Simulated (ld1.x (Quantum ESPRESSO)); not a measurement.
## platinum (Pt), TM: configuration errors across variants

platinum (Pt), norm-conserving Troullier–Martins (Kleinman–Bylander form), made with ld1.x (Quantum ESPRESSO) 7.5 (PBE, scalar-relativistic). Core [Xe] 4f14, reference 5d9 6s0.5 6p0.5. Waves: 6s (bound): rc 2.15 bohr; 6p (bound): rc 3.55 bohr; 5d (bound): rc 1.95 bohr. Local part: all-electron potential smoothed inside 3.25 bohr (lloc = -1). Core correction: a·sin(br)/r model core, default radius (core density twice the valence density).

All-electron excitation energies from the reference (eV): (1) 5d9 6s1 6p0 -2.460; (2) 5d9 6s0 6p0 6.734; (3) 5d8 6s0 6p0 26.699; (4) 5d9 6s0 6p1 2.589; (5) 5d6 6s0 6p0 104.569; (6) 5d8 6s1 6p0 8.707; (7) 5d9 6s0.5 6p0 1.233.

The default core radius of the base comes out at 1.10 bohr.

2 further variants failed, have other tests or too few solved ones, and are left out.

A true bound ghost makes a file unfit for plane-wave use even where its test errors are small: the radial tests pick states by their node count and pass the ghost by.

Errors AE − PS in meV (a dash: test not solved or not reliable):

```csv
change,(1),(2),(3),(4),(5),(6),(7),bound ghosts
base,+0.1,-11,-87,-1.5,-1113,-62,-1.5,none
local potential all-electron potential smoothed inside 4.08 bohr (lloc = -1),-0.9,-13,-165,-2.1,-1632,-135,-1.7,s
wave 6s (bound): rc 2.15 bohr becomes 6s (bound): rc 1.68 bohr,+0.9,-8.0,-93,-0.8,-1156,-42,-1.5,none
local potential the p channel,0.0,-11,-148,-1.7,-1634,-82,-1.3,none
"all radii but the core radius scaled by about 1.16 (s 2.48, p 4.10, d 2.26 bohr); local potential all-electron potential smoothed inside 3.76 bohr (lloc = -1)",+0.7,-13,-138,-0.5,-1387,-93,-1.8,none
wave 6p (bound): rc 3.55 bohr becomes 6p (bound): rc 4.30 bohr,+1.3,-14,-100,+0.2,-1153,-69,-1.9,none
```

Question: Give the same row for: core correction a·sin(br)/r model core inside 1.66 bohr.

Answer: +0.2, -10, -87, -1.3, -1076, -59, -1.4; bound ghosts: none.
